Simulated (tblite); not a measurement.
Species: C₆H₁₂OP₂.
SMILES with atom numbers: `[CH3:1][O:2][CH2:3][PH:4][C:5]#[C:6][P:7]([CH3:8])[CH3:9]` (hydrogens: H10, H11, H12 on C1; H13, H14 on C3; H15 on P4; H16, H17, H18 on C8; H19, H20, H21 on C9)

Structure optimised with GFN2-xTB, isolated species.

**Question.** Give the optimised bond lengths and angles.

**Answer.** 
```json
{"bond": "C1–O2", "length (pm)": "140.4", "order": "single"}
{"bond": "O2–C3", "length (pm)": "140.4", "order": "single"}
{"bond": "C3–P4", "length (pm)": "186.8", "order": "single"}
{"bond": "P4–C5", "length (pm)": "176.5", "order": "single"}
{"bond": "C5≡C6", "length (pm)": "121.2", "order": "triple"}
{"bond": "C6–P7", "length (pm)": "176.9", "order": "single"}
{"bond": "P7–C8, P7–C9", "length (pm)": "185.8", "order": "single"}
{"bond": "C1–H10, C1–H11, C1–H12", "length (pm)": "109.4", "order": "single"}
{"bond": "C3–H13, C3–H14", "length (pm)": "110.3", "order": "single"}
{"bond": "P4–H15", "length (pm)": "140.3", "order": "single"}
{"bond": "C8–H16 and 5 like bonds", "length (pm)": "108.9", "order": "single"}
```

Bonds in one row agree within 1 pm and their mean is given. Orders are formal, as drawn. A selection of angles:
```json
{"angle": "C1–O2–C3", "degrees": "113.5"}
{"angle": "O2–C3–P4", "degrees": "103.8"}
{"angle": "C3–P4–C5", "degrees": "96.4"}
{"angle": "P4–C5–C6", "degrees": "171.6"}
{"angle": "C5–C6–P7", "degrees": "172.0"}
{"angle": "C6–P7–C8", "degrees": "97.1"}
{"angle": "C8–P7–C9", "degrees": "98.1"}
```

Torsions: C1–O2–C3–P4 175° (antiperiplanar); O2–C3–P4–C5 164° (antiperiplanar). The mirror-image conformer, all signs reversed, is as good.

Of the pairs four or more bonds apart, H11···H14 is among the closest relative to their van der Waals radii: 2.44 Å, 102 % of the sum of Bondi's values. P4 (phosphine phosphorus) is pyramidal (angles 96.4°, 94.6° and 94.1°, sum 285.2°, 0.86 Å off the plane of its three neighbours). P7 (phosphine phosphorus) is pyramidal (angles 98.1°, 97.1° and 96.9°, sum 292.1°, 0.91 Å off the plane of its three neighbours). The 5 C–P bonds span 1.765 Å (P4–C5, drawn single) to 1.868 Å (C3–P4, drawn single), a spread of 0.103 Å.

Point group: C1 (no symmetry element, even within 0.4 Å). Its lowest GFN2-xTB frequency is 6 cm⁻¹, too small to tell a flat minimum from a shallow saddle. The numbers are those of one conformer. 3 starts were optimised and ended at 0.00, 0.43 and 1.52 kcal/mol (GFN2-xTB); the lowest of these is shown.

All values are computed, not measured.
